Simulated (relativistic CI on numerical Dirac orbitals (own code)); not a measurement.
# Sensitivity of the levels of Sb³⁴⁺ to α and to the nuclear radius

These numbers are calculated, not measured: Dirac-Coulomb-Breit CI, orbitals from a KLI potential per configuration, derivatives by finite differences, unscaled Slater integrals, QED left out (own radial code, finite nucleus).

Configurations in the expansion (outside the closed core [Ne]): 3s2.3p5, 3s.3p6, 3s2.3p4.3d, 3s.3p5.3d, 3p6.3d, 3s.3p4.3d2, 3p5.3d2, 3p4.3d3. Double excitations out of closed p, d and f shells are left out; levels of such configurations are missing from the list, as are those of other unlisted configurations, and high levels can miss mixing partners.

With x = (α/α₀)² − 1 an excitation energy changes as ω = ω₀ + qx; K = 2q/ω₀ is the relative enhancement. Terms are leading LS components, so labels can repeat. The field-shift factor is F = δν/δ⟨r²⟩ for the transition from the lowest level.

Lowest level 3s2.3p5 2P°_3/2.

| Level | ω₀ (cm⁻¹) | q (cm⁻¹) | K | F (GHz/fm²) |
| --- | --- | --- | --- | --- |
| 3s2.3p5 2P°_1/2 | 476624 | 519700 | 2.18 | -15.4 |
| 3s2.3p4.3d 4D_3/2 | 1136638 | 39220 | 0.069 | 0.693 |
| 3s2.3p4.3d 4P_1/2 | 1144437 | 140900 | 0.246 | -109 |
| 3s2.3p4.3d 4D_5/2 | 1150792 | 55110 | 0.0958 | 0.912 |
| 3s2.3p4.3d 4F_7/2 | 1188286 | 52540 | 0.0884 | 1.43 |
| 3s2.3p4.3d 2P_1/2 | 1212461 | 270000 | 0.445 | -168 |
| 3s2.3p4.3d 2F_7/2 | 1256279 | 129800 | 0.207 | 1.83 |
| 3s2.3p4.3d 4F_9/2 | 1273521 | 135800 | 0.213 | 2.85 |
| 3s2.3p4.3d 2D_3/2 | 1278569 | 61960 | 0.0969 | -0.452 |
| 3s2.3p4.3d 2D_5/2 | 1409820 | 157500 | 0.223 | 0.0313 |
| 3s2.3p4.3d 4P_1/2 | 1422093 | 392900 | 0.553 | -219 |
| 3s2.3p4.3d 2D_3/2 | 1431670 | 191100 | 0.267 | -0.417 |
| 3s2.3p4.3d 4F_5/2 | 1446611 | 211700 | 0.293 | -1.76 |
| 3s2.3p4.3d 4D_1/2 | 1557851 | 545700 | 0.701 | -15.6 |
| 3s2.3p4.3d 4D_3/2 | 1608482 | 551700 | 0.686 | -13.8 |
| 3s2.3p4.3d 2F_5/2 | 1670562 | 534300 | 0.64 | -13.1 |
| 3s2.3p4.3d 2G_7/2 | 1677073 | 543600 | 0.648 | -13 |
| 3s2.3p4.3d 4F_7/2 | 1705036 | 642700 | 0.754 | -12.5 |
| 3s2.3p4.3d 2P_3/2 | 1739881 | 653600 | 0.751 | -13.9 |
| 3s2.3p4.3d 2F_5/2 | 1765202 | 652400 | 0.739 | -13.6 |
| 3s2.3p4.3d 2G_9/2 | 1774833 | 649500 | 0.732 | -12.2 |
| 3s2.3p4.3d 2D_5/2 | 1803067 | 644100 | 0.714 | -13.7 |
| 3s2.3p4.3d 2F_7/2 | 1852259 | 646800 | 0.698 | -13.4 |

At this charge energies of transitions that change n are usually good to better than 1 %, and those within a shell (Δn = 0) to a few per cent.
